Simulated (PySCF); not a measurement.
Isomers C₅H₄F₃NO₂:

A. SMILES C([C@H]1[C@](OC)(C#N)O1)(F)(F)F
B. `COc1cc(C(F)(F)F)on1`
C. `O=C(C)[C@H](C#N)OC(F)(F)F`

Spectrum 1. 1H NMR (500 MHz, computed): δ 6.49 (m, 1H), 4.22 (s, 3H). 13C{1H} NMR (computed): δ 177.7 (C), 169.1 (C), 127.7 (C), 106.2 (CH), 58.5 (CH3).

Spectrum 2. 1H NMR (500 MHz, computed): δ 3.83 (s, 3H), 3.33 (m, 1H). 13C{1H} NMR (computed): δ 130.7 (C), 117.6 (C), 69.9 (C), 61.6 (CH), 56.8 (CH3).

Spectrum 3. 1H NMR (500 MHz, computed): δ 4.90 (s, 1H), 2.67 (s, 3H). 13C{1H} NMR (computed): δ 202.3 (C), 130.3 (C), 116.5 (C), 73.1 (CH), 27.8 (CH3).

No relativistic terms, one conformer, rapidly exchanging positions averaged, in vacuum. Shieldings: GIAO PBE0/pcSseg-1; geometry: GFN2-xTB; PySCF 2.14.0 with density-fitted response routines.

δ = σ(ref) − σ, references computed at the same level: 1H (σref 31.72) and 13C (σref 186.93) against TMS. Splittings of carbon signals by F and P are missing where no couplings were computed. Where no couplings were computed, multiplicities follow the n + 1 count of equivalent neighbours, and m marks all less simple cases (inequivalent or close neighbours, rings, F or P nearby). Shifts are as computed. Against solution values, carbons near 30 ppm lie about +3 ppm off and those near 130 ppm about +5 ppm. Of 1211 compounds with measured shifts, 218 miss one by over three times the rms of a fit or turn the order of signals round; such compounds aren't used in these exercises.

Match each spectrum to its structure.

## Answers

1–B, 2–A, 3–C.

- Spectrum 1 (B): 5 13C signals; δC 177.7 is an aromatic carbon bearing oxygen; δC 127.7 is a CF3 carbon.
- Spectrum 2 (A): 5 13C signals; δC 130.7 is a CF3 carbon; δC 117.6 is a nitrile carbon.
- Spectrum 3 (C): 5 13C signals; δC 202.3 is a ketone carbonyl carbon; δC 130.3 is a CF3 carbon.
